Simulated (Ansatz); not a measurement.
Input for Ansatz (a program for electronic structure): R-SVWN5/def2-TZVPPD on CH4O (SMILES CO). The basis file is the Basis Set Exchange's JSON of that set.

Ansatz 0.2 input:
```yaml
crystal:
  periodic: [false, false, false]
  atoms:
    - {symbol: C, position_ang: [-0.14211096, 0.33371878, 0.00000000]}
    - {symbol: O, position_ang: [-0.13222933, -1.08693234, 0.00000000]}
    - {symbol: H, position_ang: [-1.18690914, 0.64106540, -0.00000000]}
    - {symbol: H, position_ang: [0.78112306, -1.38933346, -0.00000000]}
    - {symbol: H, position_ang: [0.34006319, 0.75079081, 0.89118535]}
    - {symbol: H, position_ang: [0.34006319, 0.75079081, -0.89118535]}
basis:
  gaussian:
    orbitals: def2-TZVPPD.json
hamiltonian:
  xc: {name: SVWN5}
scf: {lower_state_search: off}
```

It printed:

```
WARN ansatz: RAYON_NUM_THREADS=4 ignored (pool sized by the plan → 4); use --threads N
Functional definition: SVWN5
these checks for a lower state are left out or cut short: stability, starts, cluster_reference, orbital_swaps, neighbouring_geometries, increment
integrals: 0.03 GiB planned
594 factors; their error is unknown
mean field: 0.40 GiB planned
mean field evaluation 1: about -3117.3819 eV, gradient 6.2e1 eV
mean field evaluation 2: about -3095.6545 eV, gradient 1.2e2 eV
mean field evaluation 4: about -3124.8772 eV, gradient 8.8e0 eV
mean field evaluation 8: about -3125.0219 eV, gradient 2.3e-2 eV
mean field evaluation 16: about -3125.0030 eV, gradient 9.4e-6 eV
mean field -3125.00296600 eV, -114.8417407973 hartree, gradient 8.9e-7 eV, S^2 0.000000; 0 other end points of the search recorded, 0 dependent functions left out
reference -3125.00300503 eV, -114.8417422316 hartree; 9, 9 occupied and 136, 136 virtual orbitals, 594 factors
Total energy: -3125.00300503 eV, -114.8417422316 hartree
Checks for a lower state left out: stability, starts, cluster_reference, orbital_swaps, neighbouring_geometries, increment
```

Self-consistency was reached.

Cost: around 0.9 core-seconds (rough).
